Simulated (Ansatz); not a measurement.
`[CH3][GeH2][Br]` + H₂ → `[GeH3][Br]` + CH₄ at 600 K and 1 bar (hydrogenolysis of a Ge–C bond).

Calculated with Ansatz (gas phase, PBE0-D4/def2-TZVP geometries, no zero-point term in ΔE). CBS: MP2 limit from def2 TZ/QZ plus the TZ coupled-cluster correction, frozen cores. This one scheme is used for every species. For Br, Ge outer-core shells are correlated without core-valence functions, which leaves a few kJ/mol of doubt a bond. Scalar relativity is left out up to krypton.

| species | CCSD(T)/CBS energy (Eh) | H − E (kJ/mol) | S (J/(mol·K)) |
| --- | --- | --- | --- |
| `[CH3][GeH2][Br]` | -4690.53762 | 187.7 | 394.2 |
| H₂ | -1.17544 | 43.9 | 150.8 |
| `[GeH3][Br]` | -4651.26096 | 96.2 | 322.2 |
| CH₄ | -40.46206 | 140.4 | 215.7 |

H − E and S are ideal-gas, rigid-rotor, harmonic terms from PBE0-D4/def2-TZVP. The MP2-based limit puts H₂ 0.8 mEh under its directly extrapolated value; such offsets cancel only in part. 1 Eh = 2625.50 kJ/mol, R = 8.31446 J/(mol·K).

Task: By hand: ΔE, ΔH, ΔS and ΔG.

Result: ΔE = (-4651.26096) + (-40.46206) − (-4690.53762) − (-1.17544) = -0.00996 Eh = -26.1 kJ/mol. Δ(H − E) = 96.2 + 140.4 − 187.7 − 43.9 = 5.0, so ΔH = -21.1 kJ/mol. ΔS = 322.2 + 215.7 − 394.2 − 150.8 = -7.1 J/(mol·K). ΔG = -21.1 − 600 × (-7.1)/1000 = -16.8 kJ/mol.

Task: By hand: the equilibrium constant, and the temperature at which ΔG would vanish if ΔH and ΔS stayed fixed.

Result: log₁₀ K = −ΔG/(RT ln 10) = 1.5. ΔG = 0 at ΔH/ΔS = 2972 K, far beyond where these terms or the molecules hold.

The number of gas molecules stays the same, so ΔS is small and ΔH decides. A doubt of 5 kJ/mol in ΔE shifts log₁₀ K by 0.4 here. These are equilibria of isolated gas molecules and say nothing of rates. Largest T1 diagnostic: 0.009 (customary marks: 0.02 for closed shells, 0.045 for open ones).
